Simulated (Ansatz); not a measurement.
Breaking the Se1–F2 bond in BrFSe (SMILES F[Se]Br) (multiplicity 1 held, fragments rigid). Energies count from the point at 1.764 Å.
Geometry at that point (charge 0, multiplicity 1):
```
atom    x (Å)    y (Å)    z (Å)
----  -------  -------  -------
Se     0.5102  -0.4308   0.7784
F      1.4735  -1.3137  -0.4066
Br    -0.8745   0.7563  -0.6516
```

Signs of static correlation in cc-pVTZ, with CASSCF(6,4), from Ansatz (a quantum-chemistry and plane-wave program) runs.

```json
[
 {"R (Å)": "1.411", "T1 of restricted CCSD": "0.011", "⟨S²⟩ of UHF": "0.000", "largest double amplitude of restricted CCSD": "0.072"},
 {"R (Å)": "1.588", "T1 of restricted CCSD": "0.012", "⟨S²⟩ of UHF": "0.000", "largest double amplitude of restricted CCSD": "0.079"},
 {"R (Å)": "1.764", "T1 of restricted CCSD": "0.014", "⟨S²⟩ of UHF": "0.000", "largest double amplitude of restricted CCSD": "0.082"},
 {"R (Å)": "1.940", "T1 of restricted CCSD": "0.016", "⟨S²⟩ of UHF": "0.000", "largest double amplitude of restricted CCSD": "0.055"},
 {"R (Å)": "2.117", "T1 of restricted CCSD": "0.020", "⟨S²⟩ of UHF": "0.443", "largest double amplitude of restricted CCSD": "0.092"},
 {"R (Å)": "2.381", "T1 of restricted CCSD": "0.029", "⟨S²⟩ of UHF": "[?]", "largest double amplitude of restricted CCSD": "0.099"},
 {"R (Å)": "2.646", "T1 of restricted CCSD": "0.043", "⟨S²⟩ of UHF": "0.948", "largest double amplitude of restricted CCSD": "0.233"},
 {"R (Å)": "3.087", "T1 of restricted CCSD": "0.076", "⟨S²⟩ of UHF": "1.006", "largest double amplitude of restricted CCSD": "[?]"},
 {"R (Å)": "3.528", "T1 of restricted CCSD": "0.105", "⟨S²⟩ of UHF": "1.017", "largest double amplitude of restricted CCSD": "0.676"},
 {"R (Å)": "4.057", "T1 of restricted CCSD": "0.122", "⟨S²⟩ of UHF": "1.017", "largest double amplitude of restricted CCSD": "0.860"},
 {"R (Å)": "4.763", "T1 of restricted CCSD": "0.125", "⟨S²⟩ of UHF": "1.017", "largest double amplitude of restricted CCSD": "0.953"},
 {"R (Å)": "5.645", "T1 of restricted CCSD": "0.121", "⟨S²⟩ of UHF": "1.017", "largest double amplitude of restricted CCSD": "0.973"}
]
```

Question: Fill in the missing entries.

Answer: 
- 2.381, ⟨S²⟩ of UHF: 0.834
- 3.087, largest double amplitude of restricted CCSD: 0.450

Doubts at one or more of the structures used: a restricted determinant that unrestricted orbitals would lower (R-CCSD(T)/cc-pVTZ); other coupled-cluster roots lie near (R-CCSD(T)/cc-pVTZ); T1 above 0.05 (R-CCSD(T)/cc-pVTZ, U-CCSD(T)/cc-pVTZ); a spin-contaminated determinant (U-CCSD(T)/cc-pVTZ).
